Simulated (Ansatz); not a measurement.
`O=C[SiH](Cl)O[SiH3]`, charge 0, multiplicity 1.

(1) Give a relaxed structure at PBE0-D4/def2-TZVP (Ansatz). (Estimate.)

## Answers

(1) Computed: 
```xyz
11

O    -1.064   -1.397   -0.981
C    -0.062   -1.830   -0.465
Si    0.977   -0.669    0.654
Cl    2.798   -0.492   -0.269
O     0.201    0.737    0.735
Si   -0.855    1.709   -0.088
H     0.254   -2.879   -0.665
H     1.207   -1.214    2.008
H    -0.615    3.092    0.394
H    -0.595    1.637   -1.545
H    -2.246    1.307    0.221
```
This is one stationary point; other conformers may exist.
